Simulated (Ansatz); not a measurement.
CH$_{3}$ClF$_{2}$MoO$_{2}$, SMILES `C[O][Mo](=[O])([F])([F])[Cl]` from Hartree–Fock to CCSD(T)

```xyz
10

C    -0.7670   -0.8204    1.2825
O    -0.4329    0.3215    0.5497
Mo    0.4779    0.7924   -0.9622
O     0.6473    2.4183   -0.7702
F    -1.0421    0.4194   -1.9545
F     1.3596    0.4623   -2.5530
Cl    2.2958   -0.2497   -0.0154
H     0.1585   -1.3351    1.5669
H    -1.3125   -0.5163    2.1768
H    -1.3846   -1.4922    0.6793
```

The species carries charge 0 and has multiplicity 1. Correlated methods include outer-core shells of Mo, which these sets cover unevenly. Mo: def2 effective core potential. The geometry is a stationary point of PBE0-D4/def2-TZVP. It is one conformer, not always the lowest. Frozen core, restricted reference, Ansatz 0.2.0.

```
     basis     HF (Eh)  MP2 corr.
  def2-SVP  -914.85792   -1.49382
def2-TZVPP  -915.54368   -1.96494
def2-QZVPP  -915.58096   -2.12858
```

Q: Estimate the CCSD correlation energy and the (T) correction in each basis where they were run (hartree).

A: 
| basis | CCSD corr. | (T) |
| --- | --- | --- |
| def2-SVP | -1.44281 | -0.06549 |
